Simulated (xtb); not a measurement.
xtb input:

```bash
xtb mol.xyz --gfnff --opt tight --chrg 0 --uhf 0
```
mol.xyz:
```
2

Lu    -0.00000000    -0.00000000    -0.21590825
F      0.00000000     0.00000000     1.70327618
```

Question: Predict the final energy.

Answer: -0.29914 Eh (GFN-FF).
